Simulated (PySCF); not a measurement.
# K⁺ (potassium, charge +1): UHF calculation

Configuration: [Ar], closed-shell 1S. All numbers are calculated (PySCF 2.14, scalar relativity by spin-free X2C-1e, in Sapporo-DKH3-DZP-2012).

- Total energy: -601.297166 hartree
- One-electron energy: -822.7957 hartree
- Hartree (Coulomb) energy: 254.2782 hartree
- Exchange energy: -32.7796 hartree
- ⟨S²⟩: 0.0000
- ⟨L²⟩: 0.000
- Sum of ⟨r⟩: 14.15 bohr
- Sum of ⟨r²⟩: 19.51 bohr²
- Langevin diamagnetic susceptibility: -15.5 ×10⁻⁶ cm³/mol
- Time after the integrals: 0.05 s of wall time on 1 thread of Neoverse-V1 (shared host)

| shell | electrons | mean orbital energy (eV) | rms radius, mean of both spins (bohr) |
| --- | --- | --- | --- |
| 1s | 2 | -3655.9 | 0.0937 |
| 2s | 2 | -403.26 | 0.418 |
| 2p | 6 | -319.62 | 0.387 |
| 3s | 2 | -53.795 | 1.37 |
| 3p | 6 | -31.849 | 1.55 |

Densities and radii are taken from the X2C orbitals without a picture-change correction, which distorts them close to the nucleus.
